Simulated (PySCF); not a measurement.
SnCl3(SiMe3), C3H9Cl3SiSn.
Bonds: Sn1–Cl2, Sn1–Cl3, Sn1–Cl4, Sn1–Si5, Si5–C6, Si5–C7, Si5–C8. Hydrogens: H9, H10, H11 on C6; H12, H13, H14 on C7; H15, H16, H17 on C8.

Method used: PBE0-D3(BJ)/def2-SVP geometry optimisation, gas phase, def2 core potentials past Kr in PySCF 2.14.0.

Question: What internal coordinates does the optimisation give?

Answer: 
```tsv
bond	length (Å)
Sn1–Cl2, Sn1–Cl3, Sn1–Cl4	2.354
Sn1–Si5	2.582
Si5–C6, Si5–C7, Si5–C8	1.872
C6–H9 and 8 like bonds	1.101
```

Bonds in one row agree within 0.01 Å and their mean is given. A selection of angles:
```tsv
angle	degrees
Cl2–Sn1–Cl3	105.4
Cl2–Sn1–Si5	114.4
Cl3–Sn1–Cl4	104.4
Cl3–Sn1–Si5	110.4
Cl4–Sn1–Si5	115.9
Sn1–Si5–C6	104.8
Sn1–Si5–C7	107.1
C6–Si5–C7	113.0
```

Dihedral angles: Cl2–Sn1–Si5–C6 -59° (synclinal).

Sn1 (tin bonded to 3 Cl and Si) is distorted tetrahedral (angles from 104.4° to 115.9°). Si5 (silicon bonded to 3 C and Sn) is distorted tetrahedral (angles from 104.8° to 113.3°). All 3 Cl–Sn bonds measure 2.353 to 2.355 Å. All 3 C–Si bonds measure 1.872 Å.

Point group: near C3v, missed by 0.22 Å at most; the miss may be what the optimiser left on a soft mode (Cs holds within 0.08 Å). No frequency check.
